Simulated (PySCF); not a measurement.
C₆H₁₄Se, charge -1, doublet, at the geometry of the source list (a state made from the parent by changing its charge; the spin is typed, not shown lowest) (in this run its highest filled SCF level lies above zero, so its values depend strongly on the basis, on diffuse functions most of all), with bond 13-3 at 2.0 times its length. Base run: PySCF with M062X/STO-3G.

Geometry (Å):
```xyz
21

C      1.9989     1.0612     0.2419
C      1.5044    -0.3729     0.2833
C      2.6127    -1.3621    -0.0385
Se     0.0122    -0.6659    -1.0262
C     -1.5394    -0.0059     0.0645
C     -1.8474     1.4475    -0.2460
C     -2.7391    -0.8990    -0.2026
H      2.4085     1.2902    -0.7406
H      2.7817     1.2056     0.9854
H      1.1947     1.7617     0.4542
H      1.0681    -0.5989     1.2619
H      2.2488    -2.3853     0.0417
H      4.2771    -1.0961     1.3437
H      2.9770    -1.2051    -1.0549
H     -1.2106    -0.1168     1.1031
H     -1.0000     2.0904    -0.0232
H     -2.0971     1.5616    -1.2993
H     -2.6966     1.7806     0.3482
H     -2.4956    -1.9420    -0.0088
H     -3.0583    -0.8056    -1.2393
H     -3.5678    -0.6101     0.4426
```
Charge -1, spin multiplicity 2.
Orbitals are unrestricted.
All else is at PySCF's defaults.
Base energy -2608.80390 Eh.

Each row names what was changed in the base input (with any setting that the change needs).

```csv
change,ΔE vs base (mEh),SCF cycles,<S^2>,outcome
base,0.000,12,0.751,converged
DIIS = EDIIS,0.000,38,0.751,converged
init_guess = atom,0.000,12,0.751,converged
solver = newton,0.000,-,0.751,converged
diis_space = 2,0.000,15,0.751,converged
diis = off (with mf.max_cycle = 100),-,100,-,not converged
conv_tol_grad = 1e-7,0.000,16,0.751,converged
diis = off; damp = 0.6 (with mf.diis_start_cycle = 200; with mf.max_cycle = 150),0.000,32,0.751,converged
diis_space = 4,0.000,12,0.751,converged
level_shift = 0.5 (with mf.max_cycle = 100),0.000,26,0.751,converged
conv_tol = 1e-4,0.003,6,0.751,converged
level_shift = 1.0 (with mf.max_cycle = 100),0.000,43,0.751,converged
diis_space = 12,0.000,12,0.751,converged
```

Open shells are given as the SCF converged; they aren't shown to be the lowest states, and a large step between rows can be another state.
